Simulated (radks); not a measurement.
Initial-state core-level shifts of neutral rhenium when its valence configuration changes from [Xe] 4f14 5d5 6s2. Calculated with a radial shooting solver on a logarithmic mesh with Libxc functionals: scalar-relativistic Kohn-Sham, r2SCAN, spin-unpolarised, spherical densities, finite nucleus; meta-GGA in the generalised Kohn-Sham scheme; Fermi nuclear charge, rms radius 5.3698 fm. Shifts are changes of the shell-averaged eigenvalues in eV (positive: less bound); the change of the density at the nucleus, which sets a Mossbauer isomer shift, is in e/bohr^3, on a base of 1.648e+06.

\begin{tabular}{lrrrrr}
valence & 2s & 3s & 4d & 5p & density at nucleus \\ \hline
4f12 5d7 6s2 & -22.915 & -25.989 & -21.079 & -5.854 & +204.5 \\
4f14 5d4.5 6s2 6p0.5 & -2.219 & -2.209 & -2.210 & -2.062 & +15.4 \\
4f12 5d9 & -17.385 & -20.491 & -15.592 & -0.911 & -5.4 \\
4f14 5d7 & +4.327 & +4.302 & +4.317 & +3.895 & -190.1 \\
4f13 5d6 6s2 & -11.150 & -12.624 & -10.365 & -2.958 & +99.9 \\
4f13 5d5.5 6s2 6p0.5 & -13.531 & -14.995 & -12.732 & -5.161 & +116.8 \\
4f11 5d9 6s1 & -32.068 & -36.880 & -28.943 & -5.888 & +193.9 \\
4f14 5d6.5 6p0.5 & +2.540 & +2.512 & +2.522 & +2.144 & -189.1 \\
4f14 5d5 6s1 6p1 & -1.723 & -1.731 & -1.731 & -1.757 & -86.4 \\
\end{tabular}
